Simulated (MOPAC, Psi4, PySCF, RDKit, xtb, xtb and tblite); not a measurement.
Two geometries of SMILES Fc1cccc(c1)B, relaxed at GFN2-xTB with one dihedral held; other torsions can differ between them too.

Structure A

```
14

B      2.4264     0.0470    -0.2581
C      0.8879     0.0105    -0.0946
C      0.2028    -1.1876     0.1543
C     -1.1714    -1.2268     0.3020
C     -1.9170    -0.0635     0.2061
C     -1.2497     1.1242    -0.0396
F     -1.9684     2.2653    -0.1351
C      0.1201     1.1791    -0.1893
H      3.0451    -0.9408    -0.1745
H      2.9689     1.0608    -0.4648
H      0.7690    -2.1037     0.2319
H     -1.6712    -2.1649     0.4933
H     -2.9901    -0.0650     0.3174
H      0.5926     2.1303    -0.3797
```

Structure B

```
14

B      2.4197     0.0643    -0.2352
C      0.8756    -0.0091    -0.1101
C      0.2629    -0.6038     0.9997
C     -1.1118    -0.6233     1.1497
C     -1.9292    -0.0717     0.1776
C     -1.3297     0.5126    -0.9240
F     -2.1147     1.0585    -1.8800
C      0.0409     0.5743    -1.0692
H      3.0717    -0.8742     0.0094
H      2.9250     1.0376    -0.6385
H      0.8848    -1.0508     1.7614
H     -1.5549    -1.0799     2.0223
H     -3.0044    -0.0868     0.2624
H      0.4586     1.0565    -1.9397
```

Question: Which is lower in energy at the level PBE0-D3(BJ)/def2-SVP // GFN2-xTB (Psi4), and by how much?

Answer: A is lower, by 3.67 kcal/mol (dihedral H9–B1–C2–C3: 0° in A, 45° in B).

E(B) − E(A) in kcal/mol at the other levels, on the same two geometries: GFN2-xTB (xtb and tblite) 1.34; PBE0/def2-SVP // GFN2-xTB (Psi4) 3.67; PBE/def2-SVP // GFN2-xTB (Psi4) 3.71; PBE-D3(BJ)/def2-SVP // GFN2-xTB (Psi4) 3.72; UFF // GFN2-xTB (RDKit) 4.21; PM3, restricted, heats of formation // GFN2-xTB (MOPAC) 1.50; AM1, restricted, heats of formation // GFN2-xTB (MOPAC) 0.81; GFN1-xTB // GFN2-xTB (xtb) 1.55; restricted B3LYP/6-31G*, spherical d, density fitting // GFN2-xTB (PySCF) 3.96; restricted BP86/6-31G*, spherical d, density fitting // GFN2-xTB (PySCF) 3.93; restricted Hartree-Fock/STO-3G // GFN2-xTB (PySCF) 2.94; restricted B3LYP/LANL2DZ // GFN2-xTB (PySCF) 4.25.
